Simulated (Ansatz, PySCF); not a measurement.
Reaction (SMILES): [F][Sn]([F])[F] → [F][Sn]([F])[F] as singlet, charge +1 + e-
Geometries: B3LYP-D3(BJ)/def2-TZVP minima from Ansatz (an electronic-structure program).

Property: adiabatic ionisation energy (0 K, with B3LYP-D3(BJ) harmonic zero-point energies from PySCF), in eV. Correlated levels leave the core frozen unless marked. UHF or UKS for open shells. No spin-orbit coupling. The frozen core is the preceding noble-gas configuration, with the filled d and f shells of earlier blocks. Past Kr the def2 sets carry scalar-relativistic core potentials. STO-3G rows are all-electron and non-relativistic. Basis-set limits of correlation are two-point, X^-3; Hartree-Fock from the larger set. [CCSD(T)-MP2]/basis is that difference in the basis named.

| level | program | adiabatic ionisation energy (eV) |
|---|---|---|
| HF/STO-3G | Ansatz | 4.99 |

Q: Predict the RI-MP2/CBS(def2-TZVPP,def2-QZVPP)+[CCSD(T)-MP2]/def2-TZVPP result (Ansatz).

A: 9.90 eV
